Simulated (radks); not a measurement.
The beryllium ion Be3+, 1s1. All-electron calculation, non-relativistic Kohn-Sham, PBE, spin-polarised, spherical densities, point nucleus. Program: a radial shooting solver on a logarithmic mesh with Libxc functionals. Every spin shell is full or empty, so the densities are truly spherical. Functionals are evaluated on that one density, not self-consistently. Rank these exchange functionals by their error against the exact value of the orbitals, and give that value: LDA, PBE, revPBE, RPBE, PW91, PW86, OPTX, AM05, SOGGA, B86b, APBE, revTPSS, r2SCAN, Tao-Mo.

Answer. Exact: -1.24382 hartree. From best to worst, with 100 (|E| - |E exact|)/|E exact| (equal figures are ties): revTPSS +0.05, r2SCAN +0.05, Tao-Mo +0.08, PW86 -0.24, RPBE -0.30, APBE -0.44, revPBE -0.52, OPTX -0.53, B86b -1.04, PW91 -1.69, PBE -1.99, SOGGA -6.48, AM05 -10.97, LDA -14.18.
